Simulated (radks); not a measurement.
Results of a calculation; reference values are marked as such.
All-electron atom: Se2- in [Kr].

Code: a radial shooting solver on a logarithmic mesh with Libxc functionals. Model: scalar-relativistic Kohn-Sham, LB94 model potential, spin-polarised, spherical densities, finite nucleus; Fermi nuclear charge, rms radius 4.14 fm; Watson sphere of charge +2 and radius 2.49 bohr.

Energy parts (eV; the electron-nucleus part includes the sphere):
kinetic: 67828.331
electron-nucleus: -161473.812
Hartree: 29173.874
(The LB94 potential has no energy functional, so no total or exchange-correlation energy is given.)

Orbitals (lengths in bohr, moments of r in powers of bohr):
1s: occ. 2; eigenvalue (eV) -12596.58; <r^2> 0.002604; <r^4> 0.00001745
2s: occ. 2; eigenvalue (eV) -1631.624; <r^2> 0.04497; <r^4> 0.003487
2p: occ. 6; eigenvalue (eV) -1439.038; <r^2> 0.03554; <r^4> 0.002527
3s: occ. 2; eigenvalue (eV) -220.4734; <r^2> 0.3816; <r^4> 0.2320
3p: occ. 6; eigenvalue (eV) -160.3009; <r^2> 0.4091; <r^4> 0.2847
3d: occ. 10; eigenvalue (eV) -60.7176; <r^2> 0.4895; <r^4> 0.5324
4s: occ. 2; eigenvalue (eV) -22.0470; <r^2> 3.814; <r^4> 24.18
4p: occ. 6; eigenvalue (eV) -11.5338; <r^2> 6.428; <r^4> 72.76

The highest occupied level is 4p at -11.534 eV. The density falls to 0.001 e/bohr^3 at r = 4.53 bohr. The electron density at the nucleus is 4.027e+04 e/bohr^3 (large components only). Summed over all electrons, <r^2> = 54.62 bohr^2, which gives a Langevin (diamagnetic) susceptibility term of -43.3 x 10^-6 cm^3/mol.
